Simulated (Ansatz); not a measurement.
```yaml
crystal:
  periodic: [false, false, false]
  atoms:
    - {symbol: C, position_ang: [-1.253454, 1.398699, -1.087037]}
    - {symbol: In, position_ang: [0.072683, -0.156801, -0.341595]}
    - {symbol: C, position_ang: [2.140384, 0.361694, 0.093023]}
    - {symbol: C, position_ang: [-0.528053, -2.232359, -0.451083]}
    - {symbol: O, position_ang: [-0.593743, 0.332287, 2.000766]}
    - {symbol: H, position_ang: [-2.289596, 1.210359, -0.793922]}
    - {symbol: H, position_ang: [-0.958954, 2.387169, -0.725876]}
    - {symbol: H, position_ang: [-1.227837, 1.428651, -2.179345]}
    - {symbol: H, position_ang: [2.239724, 1.408367, 0.391144]}
    - {symbol: H, position_ang: [2.763621, 0.213508, -0.792608]}
    - {symbol: H, position_ang: [2.549600, -0.271034, 0.884934]}
    - {symbol: H, position_ang: [-1.585604, -2.342622, -0.203586]}
    - {symbol: H, position_ang: [0.057617, -2.847259, 0.234644]}
    - {symbol: H, position_ang: [-0.378344, -2.618700, -1.462492]}
    - {symbol: H, position_ang: [0.181267, 0.636234, 2.483112]}
    - {symbol: H, position_ang: [-1.212414, 1.069107, 1.994421]}
basis:
  gaussian: {orbitals: STO-3G}
hamiltonian: {xc: {name: wB97M-V}}
accuracy: high
```

```sh
$ ansatz run in.yaml --threads 4 --pin off --events-out ev --progress --plain --max-ram 11315MiB
```

Shortened log:

```
Functional definition: wB97M-V
1243 factors; integrals over basis functions are off by at most 3.6e-9 eV
347 factors; integrals over basis functions are off by at most 1.0e-9 eV
mean field evaluation 1: about -159965.2193 eV, gradient 1.5e1 eV
mean field evaluation 2: about -159966.0309 eV, gradient 5.9e0 eV
mean field evaluation 4: about -159966.1500 eV, gradient 1.0e-1 eV
mean field evaluation 8: about -159966.0243 eV, gradient 4.5e-3 eV
mean field evaluation 16: about -159966.0243 eV, gradient 8.3e-7 eV
mean field -159966.02434485 eV, -5878.6429658075 hartree, gradient 5.9e-8 eV, S^2 0.000000; 0 other end points of the search recorded, 0 dependent functions left out
reference -159966.02434896 eV, -5878.6429659585 hartree; 43, 43 occupied and 15, 15 virtual orbitals, 1243 factors
Total energy: -159966.02434896 eV, -5878.6429659585 hartree
```

Hardware: 4 threads of an Arm Neoverse V2 on a shared host. Wall time 26 s, peak host memory 0.65 GiB.
